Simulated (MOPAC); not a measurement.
Input for MOPAC: PM6 on F2Zn (SMILES [F][Zn][F]), a point of a bond scan (R = 4.003 Å).

```
PM6 1SCF PRECISE CHARGE=0 THREADS=1
F2Zn

Zn     0.00000000 1     0.00000000 1     0.00000000 1
F      0.00000000 1     0.00000000 1     4.00326599 1
F     -0.00000000 1    -0.00000000 1    -1.74055043 1
```

It printed:

```
*******************************************************************************
 **                                                                           **
 **                              MOPAC v23.2.5                                **
 **                                                                           **
 *******************************************************************************
 ** MOPAC's Digital Object Identifier: https://doi.org/10.5281/zenodo.6511958 **
 **                                                                           **
 ** Please cite the open-source release paper for use of this MOPAC version:  **
 ** J. E. Moussa and J. J. P. Stewart (2026)                                  **
 ** MOPAC: An open-source semiempirical molecular orbital program             **
 ** J. Open Source Softw., 11(119), 8025, https://doi.org/10.21105/joss.08025 **
 *******************************************************************************

                              PM6 CALCULATION RESULTS

 *******************************************************************************
 *  PM6        - The PM6 Hamiltonian to be used
 *
 *
 *
 *                 CHARGE ON SYSTEM = 0
 *
 *
 *
 *  PRECISE    - TIGHTER CRITERIA TO BE USED
 *  1SCF       - DO 1 SCF AND THEN STOP
 *  THREADS=1  - MULTI-THREADING NOT USED
 *  T=         - A TIME OF 172800.0 SECONDS REQUESTED
 *  DUMP=N     - RESTART FILE WRITTEN EVERY 7200.0 SECONDS REQUESTED
 *******************************************************************************
PM6 1SCF PRECISE CHARGE=0 THREADS=1
 F2Zn

   ATOM   CHEMICAL          X               Y               Z
  NUMBER   SYMBOL      (ANGSTROMS)     (ANGSTROMS)     (ANGSTROMS)

     1      Zn          0.00000000  *   0.00000000  *   0.00000000  *
     2       F          0.00000000  *   0.00000000  *   4.00326599  *
     3       F         -0.00000000  *  -0.00000000  *  -1.74055043  *



          CARTESIAN COORDINATES

    NO.       ATOM           X           Y           Z

     1        Zn          0.0000      0.0000      0.0000
     2         F          0.0000      0.0000      4.0033
     3         F         -0.0000     -0.0000     -1.7406

 General Reference for PM6:
 "Optimization of Parameters for Semiempirical Methods V: Modification of NDDO Approximations
 and Application to 70 Elements", J. J. P. Stewart, J. Mol. Mod., 13, 1173-1213 (2007)
 URL: https://link.springer.com/article/10.1007/s00894-007-0233-4

           Empirical Formula: Zn F2  =     3 atoms



      MOLECULAR POINT GROUP   :   C*v


      RHF CALCULATION, NO. OF DOUBLY OCCUPIED LEVELS = 8


 -------------------------------------------------------------------------------
 PM6 1SCF PRECISE CHARGE=0 THREADS=1
 F2Zn



     1SCF WAS SPECIFIED, SO BFGS WAS NOT USED
     SCF FIELD WAS ACHIEVED


                              PM6 CALCULATION
                                                       MOPAC v23.2.5 Linux




          FINAL HEAT OF FORMATION =         36.11783 KCAL/MOL =     151.11698 KJ/MOL


          COSMO AREA              =         90.48 SQUARE ANGSTROMS
          COSMO VOLUME            =         59.81 CUBIC ANGSTROMS

          IONIZATION POTENTIAL    =          9.257144 EV
          HOMO LUMO ENERGIES (EV) =         -9.257 -5.425
          NO. OF FILLED LEVELS    =          8
          MOLECULAR WEIGHT        =        103.3768         POINT GROUP:  C*v

          MOLECULAR DIMENSIONS (Angstroms)

            Atom       Atom       Distance
            F     3    F     2     5.74382
            F     3    F     2     0.00000
           Zn     1    F     2     0.00000


          SCF CALCULATIONS        =          1





   ATOM   CHEMICAL          X               Y               Z
  NUMBER   SYMBOL      (ANGSTROMS)     (ANGSTROMS)     (ANGSTROMS)

     1      Zn          0.00000000  *   0.00000000  *   0.00000000  *
     2       F          0.00000000  *   0.00000000  *   4.00326599  *
     3       F         -0.00000000  *  -0.00000000  *  -1.74055043  *

                             CARTESIAN COORDINATES

   1   Zn        0.000000000     0.000000000     0.000000000
   2    F        0.000000000     0.000000000     4.003265990
   3    F       -0.000000000    -0.000000000    -1.740550430


           Empirical Formula: Zn F2  =     3 atoms



      MOLECULAR POINT GROUP   :   C*v


                  EIGENVALUES
 -39.91619 -38.69090 -15.29414 -15.29414 -14.74644 -14.50119 -14.50119  -9.25714
  -5.42502  -0.35796  -0.35796   3.19404


              NET ATOMIC CHARGES AND DIPOLE CONTRIBUTIONS

  ATOM NO.   TYPE          CHARGE      No. of ELECS.   s-Pop       p-Pop
    1         Zn           0.552589        1.4474     1.11638     0.33103
    2          F          -0.248505        7.2485     1.99998     5.24852
    3          F          -0.304084        7.3041     1.95755     5.34654
 DIPOLE           X         Y         Z       TOTAL
 POINT-CHG.     0.000     0.000    -2.236     2.236
 HYBRID        -0.000     0.000     0.471     0.471
 SUM           -0.000     0.000    -1.765     1.765


          ATOMIC ORBITAL ELECTRON POPULATIONS

     Atom    s        px        py        pz
    1 Zn   1.11638   0.03479   0.03479   0.26145
    2  F   1.99998   2.00000   2.00000   1.24852
    3  F   1.95755   1.96521   1.96521   1.41611

 **********************
 *                    *
 * JOB ENDED NORMALLY *
 *                    *
 **********************




 == MOPAC DONE ==
```

The run finished.

Cost: very roughly 0.03 core-seconds.
